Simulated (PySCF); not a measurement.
An unknown shows these calculated signals:

1H NMR (500 MHz, computed): δ 7.50 (ddd, J = 6.8, 1.9, 1.6 Hz, 1H), 7.16 (ddd, J = 78.3, 10.1, 1.6 Hz, 1H), 1.33 (d, J = 2.0 Hz, 2H).

13C{1H} NMR (computed): δ 155.4 (CH, dd, J = 349.8, 17.0 Hz), 152.8 (C, dd, J = 321.3, 12.7 Hz), 116.9 (CH, d, J = 2.3 Hz), 115.0 (C, dd, J = 33.6, 4.6 Hz), 9.9 (CH2, d, J = 6.9 Hz).

Computed data (PySCF 2.14): J couplings at B3LYP/pcJ-1 (spin–dipole term only in couplings to heteroatoms), GIAO PBE0/pcSseg-1 shieldings, structure optimised with GFN2-xTB. One computed conformer, no relativistic terms, isolated molecule, averaged over atoms made equivalent by symmetry, fast rotation or ring inversion.

Shifts are taken against calculated references (same method and geometry level): 1H (31.72 ppm), 13C (186.93 ppm) vs TMS.

**Question.** Which of these does the molecule contain: a three-membered ring, a Si–H bond, an ester, a non-aromatic C=C double bond, a benzene ring?

**Answer.** 
- A three-membered ring: yes.
- A Si–H bond: no.
- An ester: no.
- A non-aromatic C=C double bond: yes.
- A benzene ring: no.

The data belong to `F/C=C(\F)C1=CC1`, C₅H₄F₂; they needn't prove each group on their own.

Carbon signals by region: 4 in the sp2 and nitrile region (100–160 ppm), 1 below 50 ppm.

C–F couplings over four or more bonds (about 3 Hz to the para carbon of a fluoroarene) are left out. Common functionals overestimate the size of one-bond C–F couplings by tens of Hz; these are unscaled. Splittings below 1 Hz are ignored in the labels, and close J values are merged. Unscaled 3J(H,H) at this level run about 10 % above measured values. Shifts are as computed. Against solution values, carbons near 30 ppm lie about +3 ppm off and those near 130 ppm about +5 ppm. Of 1309 compounds with measured shifts, 239 miss one by over three times the rms of a fit or turn the order of signals round; such compounds aren't used in these exercises.
